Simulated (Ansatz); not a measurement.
Relaxation of ClH5SiSn (8 atoms, charge 0, multiplicity 1), to a largest force component of 0.015 eV/Å in at most 40 steps.

The calculation used Ansatz, RKS PBE0/def2-SVP.

```xyz
8
Properties=species:S:1:pos:R:3
Cl -2.293 1.340 -0.262
Si -0.668 0.375 -1.018
Sn 0.703 -0.442 0.888
H -1.025 -0.756 -1.835
H 0.134 1.289 -1.864
H -0.215 -1.518 1.887
H 2.167 -1.284 0.285
H 1.289 0.939 1.863
```

Question: Where does it end, and by what steps?

Answer: The forces met the threshold. After 5 steps the energy has fallen by 0.179 eV; H4 moved furthest, 0.11 Å.

| step | energy less start (eV) | largest force component (eV/Å) | accepted |
| --- | --- | --- | --- |
| 0 | 0.0000 | 1.390 | yes |
| 1 | -0.0741 | 1.231 | yes |
| 2 | -0.1763 | 0.166 | yes |
| 3 | -0.1787 | 0.055 | yes |
| 4 | -0.1794 | 0.017 | yes |
| 5 | -0.1794 | 0.003 | yes |

```xyz
8
Properties=species:S:1:pos:R:3
Cl -2.315 1.356 -0.287
Si -0.644 0.373 -1.046
Sn 0.777 -0.453 0.931
H -1.120 -0.755 -1.900
H 0.106 1.335 -1.907
H -0.153 -1.510 1.904
H 2.165 -1.288 0.371
H 1.276 0.883 1.878
```

Whether the end is a true minimum wasn't checked by a vibrational analysis.

Run time: 57 s on 1 thread of Intel(R) Xeon(R) Processor @ 2.50GHz (Skylake/Cascade Lake), with other jobs on the host, peak memory 0.2 GiB.
